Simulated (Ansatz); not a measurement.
Consider the formal exchange of groups at the Al–F bond: `[NH2][Al]([NH2])[F]` + `FC(F)(F)O[SiH3]` → `[NH2][Al]([NH2])[O][SiH3]` + `FC(F)(F)F`.

Gas-phase electronic energies from Ansatz, PBE0-D4/def2-TZVP geometries. CCSD(T)/CBS adds triple-zeta CCSD(T) − MP2 to the extrapolated MP2 energy (def2 sets, frozen cores). This one scheme is used for every species. DFT in def2-TZVPP. B3LYP here is the variant with VWN-RPA as its local correlation; programs differ in this. One conformer a species, not always the lowest.

```
                    species  B3LYP-D4 energy (Eh)
      `[NH2][Al]([NH2])[F]`            -454.48719
          `FC(F)(F)O[SiH3]`            -704.43029
`[NH2][Al]([NH2])[O][SiH3]`            -721.21468
                `FC(F)(F)F`            -437.69022
```

Q: Work out ΔE.

A: ΔE = (-721.21468) + (-437.69022) − (-454.48719) − (-704.43029) = 0.01258 Eh = +7.9 kcal/mol. CCSD(T)/CBS gives +8.5 kcal/mol.

Largest T1 diagnostic among the species: 0.012.

Leaving LDA and LC-ωPBE aside and taking each functional with its dispersion term where it has one, the values, not all of them listed here, spread over 2.1 kcal/mol, from B97M-V to BLYP-D4. In def2-TZVPP, CCSD(T) changes the Hartree–Fock value by +1.7 kcal/mol (the triples alone add +0.2 kcal/mol) and MP2 by +2.2 kcal/mol. From BLYP to BHLYP (50 % exact exchange), in def2-TZVPP and without D4, ΔE moves by −1.0 kcal/mol.
